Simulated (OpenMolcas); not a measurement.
## Mo4+: from CASSCF to CASPT2

```json
{
  "Program": "OpenMolcas 26.06",
  "Basis": "ANO-RCC-VTZP [7s6p4d2f1g]",
  "Scalar Hamiltonian": "DKH2, point nucleus",
  "Active space": "2 electrons in 5 orbitals (4d)",
  "State averaging": "2S+1 = 3 even, 10 roots; 2S+1 = 1 even, 15 roots",
  "Spin-orbit coupling": "RASSI with atomic mean-field integrals over the reference wave functions, term energies averaged over their components"
}
```

Methods on the same reference wave functions:
A. CASSCF
B. SS-CASPT2, IPEA 0.25 Eh, imaginary shift 0.1 Eh (closed shells correlated: 4s 4p)
C. XMS-CASPT2, IPEA 0.25 Eh, imaginary shift 0.1 Eh (closed shells correlated: 4s 4p)

Energies in cm⁻¹ above 4d² ³F₂, the measured ground level; measured values from Sugar and Musgrove, J. Phys. Chem. Ref. Data 17, 155 (1988).

| Level | A | B | C | Measured |
| --- | --- | --- | --- | --- |
| 4d² ³F₂ | 0.0 | 0.0 | 0.0 | 0.0 |
| 4d² ³F₃ | 1486 | 1527 | 1520 | 1578 |
| 4d² ³F₄ | 3226 | 3260 | 3250 | 3357 |
| 4d² ¹D₂ | 12752 | 10070 | 10370 | 10190 |
| 4d² ³P₀ | 13828 | 11770 | 11580 | 11161 |
| 4d² ³P₁ | 14426 | 12400 | 12210 | 11807 |
| 4d² ³P₂ | 15960 | 13800 | 13700 | 13408 |
| 4d² ¹G₄ | 19289 | 16960 | 16940 | 16354 |
| 4d² ¹S₀ | 45317 | 38080 | 38420 | 37738 |

Deviations, from unrounded energies. A percentage is the sum of absolute deviations over the sum of measured energies, with the sign that they share, or ± where signs differ.

```tsv
Against measurement	Levels	A	B	C
mean absolute deviation (cm-1)	8	2600	350	340
fine structure of the ground term (%)	2	-4.5	-3.0	-3.3
other terms of the ground configuration (%)	6	+20.8	±2.6	+2.5
```

B, C lie about equally close to measurement and A furthest from it. The largest miss of C in the table is 4d² ¹S₀, by +690 cm-1. The ranking rests on the paired levels alone, and a cruder setting can come out closer through cancelling errors.

Between B and C the level of the table that moves most is 4d² ¹S₀, by 340 cm-1 (lowest in B, highest in C). Moves below CASPT2's spread within the term are not significant.

The mean deviations of B to C differ by less than CASPT2's widest spread within a term (840 cm-1), so their order carries little weight.

From A to B the spin-free energies of the other terms of 4d² shown, above ³F, scale by factors of 0.74 to 0.86, as is usual when dynamic correlation screens the repulsion within a d or f shell.

The lowest spin-free term lies below A's lowest term by 0.265 hartree in B, 0.270 hartree in C.

Term energies are means over components that CASPT2 splits; among the terms shown or strongly mixed into the levels shown the widest spread is 840 cm-1 (4d² ¹G, C). Without dynamic correlation excited terms often stand tens of per cent too high (terms of higher spin than the ground term too low), and those without a measured partner can miss by more than the paired ones (holds for A). Measured partners are found by configuration, term and J. A level has none where our copy of the source lacks it or the pairing is in doubt (some pairs that miss far off the trend of their configuration count as doubtful), and it then counts in no deviation. Levels of configurations outside the active space are missing.
